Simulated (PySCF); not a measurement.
H4Si2, SMILES [SiH][SiH3] (connectivity only; charge and spin as stated), neutral, multiplicity 1.

Geometry optimised at ωB97X-D3(BJ)/def2-TZVP. The isomer is the one that the SMILES or the coordinates give; other isomers of the formula were not compared.

All values below come from TDA-CAM-B3LYP/def2-TZVPD in PySCF.

Vertical excitations. The molecule is in vacuum. State labels are in the subgroup Cs.

Computed excitation energies, oscillator strengths and character:
```
state  symmetry  energy (eV)  λ (nm)      f                                            main pairs
-----  --------  -----------  ------  -----  ----------------------------------------------------
S1           A"         1.93     644  0.007                                        HOMO→LUMO 98 %
S2           A"         3.65     340  0.006                                      HOMO−1→LUMO 97 %
S3           A'         5.79     214  0.040                    HOMO→LUMO+2 50 %, HOMO→LUMO+1 44 %
S4           A"         5.99     207  0.006                                      HOMO−2→LUMO 97 %
S5           A'         6.05     205  0.173  HOMO−3→LUMO 35 %, HOMO→LUMO+1 32 %, HOMO→LUMO+2 26 %
S6           A'         6.31     196  0.329  HOMO−3→LUMO 58 %, HOMO→LUMO+2 18 %, HOMO→LUMO+1 12 %
S7           A"         6.45     192  0.007                                      HOMO→LUMO+4 95 %
S8           A'         6.54     190  0.051                                      HOMO→LUMO+3 77 %
S9           A'         6.78     183  0.093                                      HOMO→LUMO+5 73 %
S10          A'         7.59     163  0.056                                    HOMO−1→LUMO+1 75 %
T1           A"         0.81    1522      0                                        HOMO→LUMO 97 %
T2           A"         2.87     431      0                                      HOMO−1→LUMO 94 %
T3           A'         4.76     260      0  HOMO→LUMO+1 61 %, HOMO→LUMO+5 13 %, HOMO→LUMO+3 10 %
T4           A'         5.53     224      0                                      HOMO→LUMO+2 84 %
```
Triplets are in the Tamm–Dancoff approximation.
